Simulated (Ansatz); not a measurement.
Task: Name a neutral molecule of C, Si, Te and H with size of the dipole moment (ωB97M-V/def2-TZVPP) between 0.85 and 1.15 D and LUMO energy (PBE0/def2-TZVPP) between -1.15 and -0.85 eV (Ansatz, PBE0-D4/def2-TZVP geometry).

Result: `CC([SiH3])[TeH]` (1.04 D, -0.88 eV); `C[Te][SiH2][SiH3]` (1.03 D, -0.90 eV). Other molecules can fit too; these were computed, each in one conformer that needn't be the lowest.
